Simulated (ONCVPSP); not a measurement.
An all-electron radial function and its pseudo partner (Lu)

Columns: radius, all-electron u(r) and pseudo u(r) of the 5s shell (level -60.29 eV) of lutetium in the configuration [Kr] 4d10 4f14 5s2 5p6 5d1.5 6s1.5; BLYP, scalar-relativistic, ONCV scheme, ONCVPSP 4.0.1.

```json
{"r (bohr)": "0.150", "all-electron": "0.3867", "pseudo": "0.0381"}
{"r (bohr)": "0.300", "all-electron": "-0.3796", "pseudo": "0.1363"}
{"r (bohr)": "0.450", "all-electron": "-0.4705", "pseudo": "0.3238"}
{"r (bohr)": "0.600", "all-electron": "0.1527", "pseudo": "0.5735"}
{"r (bohr)": "0.750", "all-electron": "0.7180", "pseudo": "0.8190"}
{"r (bohr)": "0.900", "all-electron": "1.0168", "pseudo": "0.9963"}
{"r (bohr)": "1.050", "all-electron": "1.0916", "pseudo": "1.0657"}
{"r (bohr)": "1.200", "all-electron": "1.0306", "pseudo": "1.0228"}
{"r (bohr)": "1.350", "all-electron": "0.9045", "pseudo": "0.9038"}
{"r (bohr)": "1.500", "all-electron": "0.7581", "pseudo": "0.7580"}
{"r (bohr)": "1.650", "all-electron": "0.6161", "pseudo": "0.6160"}
{"r (bohr)": "1.800", "all-electron": "0.4900", "pseudo": "0.4899"}
{"r (bohr)": "1.950", "all-electron": "0.3836", "pseudo": "0.3835"}
{"r (bohr)": "2.100", "all-electron": "0.2968", "pseudo": "0.2967"}
{"r (bohr)": "2.250", "all-electron": "0.2276", "pseudo": "0.2275"}
{"r (bohr)": "2.400", "all-electron": "0.1733", "pseudo": "0.1733"}
{"r (bohr)": "2.550", "all-electron": "0.1312", "pseudo": "0.1312"}
{"r (bohr)": "2.700", "all-electron": "0.0989", "pseudo": "0.0989"}
{"r (bohr)": "2.850", "all-electron": "0.0743", "pseudo": "0.0743"}
{"r (bohr)": "3.000", "all-electron": "0.0556", "pseudo": "0.0556"}
{"r (bohr)": "3.150", "all-electron": "0.0415", "pseudo": "0.0415"}
{"r (bohr)": "3.300", "all-electron": "0.0309", "pseudo": "0.0309"}
{"r (bohr)": "3.450", "all-electron": "0.0230", "pseudo": "0.0230"}
{"r (bohr)": "3.600", "all-electron": "0.0171", "pseudo": "0.0171"}
{"r (bohr)": "3.750", "all-electron": "0.0127", "pseudo": "0.0127"}
{"r (bohr)": "3.900", "all-electron": "0.0094", "pseudo": "0.0094"}
```

Task: How many radial nodes do the two functions have?

Result: The all-electron 5s function has n − l − 1 = 4 (the table is too coarse to show those close to the nucleus); the pseudo-wave has 0, since the states of the same l below it are removed with the core.

Task: At about which radius was the pseudo-wave matched?

Result: 1.60 bohr, where the columns begin to agree (steps of 0.15 bohr).

Task: Where does each function peak?

Result: Outermost all-electron maximum near 1.05 bohr, pseudo maximum near 1.05 bohr (to the table’s step).

Task: Is the pseudo-wave norm-conserving?

Result: Yes: the ONCV scheme keeps the norm inside the radius equal to the all-electron one, which fixes the energy derivative of the logarithmic derivative at the level.
